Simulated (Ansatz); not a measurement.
Consider the cleavage of the Si–Al bond: `C[SiH2][Al]([F])[SiH3]` + `[OH][Mg][O][SiH3]` → `[SiH3][O][Mg][O][SiH3]` + `C[SiH2][AlH][F]`.

Computed with Ansatz on PBE0-D4/def2-TZVP structures; ΔE is electronic, products minus reactants. CBS: MP2 limit from def2 TZ/QZ plus the TZ coupled-cluster correction, frozen cores. DFT in def2-TZVPP. For Mg outer-core shells are correlated without core-valence functions, which leaves a few kJ/mol of doubt a bond. One conformer a species, not always the lowest.

CCSD(T)/CBS gives -116.6 kJ/mol.

Problem. Another level gave -113.6 kJ/mol. Which?
A. SCS-MP2/def2-TZVPP
B. CCSD(T)/def2-TZVPP
C. PBE0/def2-TZVPP
D. r2SCAN-D4/def2-TZVPP

Solution. B. CCSD(T)/def2-TZVPP -113.6, r2SCAN-D4 -106.1, PBE0 -95.4, SCS-MP2/def2-TZVPP -126.7 kJ/mol.

Largest T1 diagnostic among the species: 0.013.

In def2-TZVPP, CCSD(T) changes the Hartree–Fock value by +27.2 kJ/mol (the triples alone add +3.3 kJ/mol) and MP2 by +19.2 kJ/mol. From PBE to PBE0 (25 % exact exchange), in def2-TZVPP and without D4, ΔE moves by −9.4 kJ/mol.
